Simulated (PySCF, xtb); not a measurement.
GeH7NSi2, SMILES [NH]1[SiH2][SiH2][GeH2]1.

Harmonic wavenumbers (cm⁻¹) from GFN2-xTB (xtb 6.7.1) at its own minimum, in rising order: 88, 247, 262, 312, 333, 414, 419, 440, 471, 489, 529, 542, 575, 637, 697, 785, 820, 873, 905, 1105, 1700, 1773, 2141, 2171, 2186, 2191, 3469.

**Question.** What does PBE-D3(BJ)/def2-SVP (PySCF) give at its own minimum? (An estimate is asked for; the answer gives what the named calculation found.)

**Answer.** 80, 280, 291, 339, 374, 423, 423, 506, 551, 594, 619, 625, 661, 665, 792, 828, 870, 885, 960, 1067, 2029, 2031, 2113, 2118, 2154, 2171, 3513. Paired by order, the mean absolute difference is 65 cm⁻¹ and the zero-point energies are 38.0 and 40.0 kcal/mol.
